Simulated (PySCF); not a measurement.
# Ionisation energy of Ca by level of theory

Ca [Ar] 4s2 (1S) → Ca⁺ [Ar] 4s1 (2S), as a difference of total energies. Calculation: PySCF 2.14, in cc-pVDZ-X2C (5s4p2d, 27 functions); the spin-free X2C one-electron Hamiltonian (Gaussian nucleus). Correlated levels: valence: [Ar] frozen. The calculations carry no spin-orbit coupling.

```tsv
method	ionisation energy (eV)
UHF	5.146
MP2 (valence)	5.617
SCS-MP2 (valence)	5.712
CCSD (valence)	5.904
```

Estimate what M06-2X gives.

6.313 eV, closest to CCSD (valence) among the rows shown.

Estimate what M06-L gives.

6.146 eV, closest to CCSD (valence) among the rows shown.

Errors of the correlated levels include the incompleteness of this basis and the frozen core.

With two correlated electrons CCSD is exact in that space.

For comparison: 6.113 eV (measured; NIST Atomic Spectra Database, ionization energies).
